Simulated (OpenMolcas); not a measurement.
# Ag4+: the spin-orbit constant, worked from levels

| Property | Result |
| --- | --- |
| Program | OpenMolcas |
| Basis | ANO-RCC-VQZP [8s7p5d3f2g1h] |
| Scalar Hamiltonian | DKH2, point nucleus |
| Active space | 7 electrons in 5 orbitals (4d) |
| State averaging | 2S+1 = 4 even, 10 roots; 2S+1 = 2 even, 40 roots |
| Spin-orbit coupling | state interaction with AMFI integrals over the reference wave functions, term energies averaged over their components |

Methods: CASSCF; MS-CASPT2, IPEA 0.25 Eh, imaginary shift 0.1 Eh (closed shells correlated: 4s 4p). Measured levels: the list in Gamrath, thesis, University of Mons (2023).

**The spin-orbit constant.** For the Hund term ⁴F of d7, E(J) = (A/2) J(J+1) + constant and ζ = -2S·A = -3A. From J = 3/2 to J = 9/2 the energy changes by 10.5 A.

```csv
Source,E(9/2) - E(3/2),A,ζ
CASSCF,-6996.6,-666.3,1999
MS-CASPT2,-6901.8,-657.3,1972
measured,-7097.3,-675.9,2028
```

All in cm-1. MS-CASPT2 is off by -2.8 % and CASSCF by -1.4 %. Both methods take the spin-orbit matrix elements from the reference wave functions, so the second can move ζ only through the term energies and any multistate remixing. Second-order mixing with other terms is absorbed into this ζ.

CASPT2 does not keep the components of a term degenerate, so their means are used; among the terms shown or strongly mixed into the levels shown the widest spread is 590 cm-1 (4d⁷ ⁴F, MS-CASPT2). Without dynamic correlation excited terms often stand tens of per cent too high (terms of higher spin than the ground term too low), and those without a measured partner can miss by more than the paired ones (holds for CASSCF). Measured partners are found by configuration, term and J. A level has none where our copy of the source lacks it or the pairing is in doubt (some pairs that miss far off the trend of their configuration count as doubtful), and it then counts in no deviation. Only configurations of the active space appear.
